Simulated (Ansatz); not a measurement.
The first iterations of a band of CH₂AlClF (6 atoms, charge -1, multiplicity 1).

Theory: Ansatz, RKS BLYP-D4/def2-SVP.

```json
{
 "movable images": "6",
 "climbing image": "no",
 "spring": "5.0 eV/Å²",
 "optimiser": "quadratic models (default)",
 "start path": "IDPP",
 "force threshold": "0.03 eV/Å",
 "iteration limit": "60",
 "end points": "relaxed"
}
```

First end point:

```xyz
6
Properties=species:S:1:pos:R:3
C -0.176 1.088 0.009
Al 0.210 -0.694 0.073
F 1.457 -1.469 0.963
Cl -0.876 -2.287 -1.011
H 0.389 1.861 0.565
H -1.004 1.501 -0.598
```

Last end point:

```xyz
6
Properties=species:S:1:pos:R:3
C -0.167 1.090 -0.003
Al 0.205 -0.695 0.080
F 1.451 -1.471 0.970
Cl -0.882 -2.288 -1.002
H -1.001 1.502 -0.603
H 0.393 1.862 0.559
```

| iteration | highest image above the first end (eV) | largest band force component (eV/Å) |
| --- | --- | --- |
| 1 | 0.706 | 0.571 |
| 2 | 0.661 | 0.258 |
| 3 | 0.650 | 0.221 |

Q: Does the band converge within its limit, and where does its top end?

A: It converged. It ended after 10 iterations with the highest image 0.562 eV above the first end. No image climbed, so the highest image needn't sit at the top of the path. Limits of this set-up: an anion without diffuse functions, the dipole of an ion depends on the origin.

Run time: 3.1 min on 1 CPU thread of a shared host.
